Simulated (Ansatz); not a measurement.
The cluster AlB₆, 7 atoms. Hardware: 2 threads of AMD EPYC 7R13 on a shared host.

Problem. How many basis functions does each of these Ansatz runs have, and roughly what does it cost? PBE0-D4/def2-SVP, charge 0 doublet, energy, from earlier orbitals; HF/6-31G, charge 0 doublet, energy; PBE0-D4/def2-TZVPD, charge -1 singlet at the geometry of the charge 0 doublet, energy; B3LYP-D4/6-31G, charge 0 doublet, energy; r2SCAN0-D4/def2-TZVPD, charge 0 doublet, energy, from earlier orbitals; PBE-D4/def2-TZVP, charge 0 doublet, energy, from earlier orbitals; PBE0-D4/def2-SVP, charge 0 doublet, energy with a search over starts; PBE-D4/def2-SVP, charge 0 doublet, energy, from earlier orbitals; CAM-B3LYP-D4/def2-TZVP, charge 0 doublet, energy, from earlier orbitals; PBE0-D4/def2-TZVP, charge 1 triplet at the geometry of the charge 0 doublet, energy; HF/STO-3G, charge 0 doublet, energy; r2SCAN-D4/def2-SVP, charge 0 doublet, frequencies.

Solution. Other jobs shared the machine, so times can vary by a factor of up to 3. A dash marks memory too small to be measured apart from the calling script's.

| run | functions | fitting or Cholesky vectors | wall time | peak host memory (GiB) |
| --- | --- | --- | --- | --- |
| HF/STO-3G, charge 0 doublet, energy | 39 | 503 | 0.71 s | – |
| HF/6-31G, charge 0 doublet, energy | 67 | 894 | 1.2 s | – |
| B3LYP-D4/6-31G, charge 0 doublet, energy | 67 | 894 | 2.2 s | – |
| PBE-D4/def2-SVP, charge 0 doublet, energy, from earlier orbitals | 102 | 1117 | 2.2 s | – |
| PBE0-D4/def2-SVP, charge 0 doublet, energy, from earlier orbitals | 102 | 1022 | 3 s | – |
| PBE-D4/def2-TZVP, charge 0 doublet, energy, from earlier orbitals | 223 | 1273 | 6 s | – |
| PBE0-D4/def2-SVP, charge 0 doublet, energy with a search over starts | 102 | 1022 | 6.5 s | – |
| PBE0-D4/def2-TZVPD, charge -1 singlet at the geometry of the charge 0 doublet, energy | 265 | 1284 | 7 s | 0.65 |
| PBE0-D4/def2-TZVP, charge 1 triplet at the geometry of the charge 0 doublet, energy | 223 | 1293 | 12 s | 0.72 |
| CAM-B3LYP-D4/def2-TZVP, charge 0 doublet, energy, from earlier orbitals | 223 | 1273 | 13 s | 0.87 |
| r2SCAN0-D4/def2-TZVPD, charge 0 doublet, energy, from earlier orbitals | 265 | 1284 | 48 s | 1.3 |
| r2SCAN-D4/def2-SVP, charge 0 doublet, frequencies | 102 | 1117 | 2 min | – |
